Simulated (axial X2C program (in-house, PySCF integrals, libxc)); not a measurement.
## Low determinants of AsBr⁻ at the PBE0 level, with spin–orbit coupling

Calculated with an in-house all-electron X2C program for linear molecules (integrals from PySCF). Two-component (2c) means X2C with spin–orbit coupling and atomic mean-field two-electron Coulomb and Gaunt terms. Basis: Br dyall-acv3z [9s10p7d5f1g], As dyall-acv3z [10s10p7d5f1g] (cores contracted in-house); Gaussian nuclei, density fitting, unrestricted open shells. Masses: Br 78.918 u, As 74.922 u.

Search at 2.439 Å (vertical energies from the lowest determinant):

```tsv
ΔE (eV)	state	electrons beyond evenly filled partner blocks	electrons in ±ω = 1/2, 3/2, 5/2, 7/2
0.00	Ω = 3/2	ω = 3/2	46 19 4 0
0.16	Ω = 1/2	ω = 1/2	45 20 4 0
1.17	Ω = 1/2	2 × ω = -1/2, ω = 3/2	46 19 4 0
1.64	Ω = 1/2	ω = 1/2	47 18 4 0
1.82	Ω = 5/2	2 × ω = 1/2, ω = 3/2	46 19 4 0
2.54	Ω = 5/2	ω = -1/2, 2 × ω = 3/2	45 20 4 0
3.46	Ω = 7/2	ω = 1/2, 2 × ω = 3/2	45 20 4 0
```

Lowest determinant, Ω = 3/2 (⟨Sz⟩ = 0.50, ⟨Lz⟩ = 1.00 at PBE0): Re = 2.436 Å, ωe = 239.0 cm⁻¹.

The determinant in row 2 of the search, Ω = 1/2 (⟨Sz⟩ = -0.50, ⟨Lz⟩ = 1.00 at PBE0), was followed along the bond at PBE0; measured from the minimum of the lowest determinant it gives:

Te = 0.159 eV (1281 cm⁻¹), Re = 2.435 Å, ωe = 240.1 cm⁻¹.

**Question.** Compare the bond of the determinant in row 2 with that of the lowest one.

**Answer.** At PBE0 its Re is 0.001 Å shorter and its force constant, which goes as ωe², is 1.01 times that of the lowest determinant. T0 ≈ Te + Δωe/2 = 1281 + (1) = 1282 cm⁻¹.

The search compares states at one distance, so a state with another bond length can lie lower; it is not exhaustive and yields mostly the lowest determinant of each block pattern, so other components and higher states of one pattern are missing. These are energies of single determinants, not of spin-adapted states; PBE0 term energies can be off by some tenths of an eV, and the functional has no current term. For an anion, determinants above electron detachment are held by the basis set. The highest occupied level of some functionals is positive through self-interaction error; at Hartree–Fock it is bound. Row 1 has a positive highest level at its minimum. Row 2 has a positive highest level at its minimum.
